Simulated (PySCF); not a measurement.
**Ti⁺ (titanium, charge +1) across methods**

[Ar] 3d3, high-spin 4F determinant (an excited configuration). All numbers are calculated (PySCF 2.14, the non-relativistic Hamiltonian (point nucleus), in def2-TZVPPD (6s6p4d2f1g, 67 functions)).

| method | E (hartree) | mean ε 3p α (eV) | mean ε 3p β (eV) | mean ε 3d α (eV) | Σ⟨r²⟩ (bohr²) | ⟨S²⟩ |
| --- | --- | --- | --- | --- | --- | --- |
| BHandHLYP | -849.106 | -48.370 | -44.580 | -11.788 | 22.57 | 3.751 |
| UHF | -848.17664 | -54.006 | -48.253 | -14.364 | 22.24 | 3.752 |
| PBEsol | -847.918 | -42.282 | -40.025 | -8.934 | 23.37 | 3.750 |
| r2SCAN | -849.078 | -43.314 | -40.563 | -9.118 | 22.90 | 3.751 |
| PBE0 | -848.915 | -45.442 | -42.395 | -10.411 | 22.91 | 3.751 |
| PBE | -848.873 | -42.361 | -40.098 | -8.995 | 23.42 | 3.750 |
| LDA | -847.041 | -42.404 | -40.213 | -9.055 | 23.38 | 3.750 |
| B3LYP | -849.126 | -44.796 | -42.006 | -10.165 | 23.05 | 3.751 |
| r2SCAN0 | -849.070 | -46.097 | -42.712 | -10.561 | 22.60 | 3.751 |
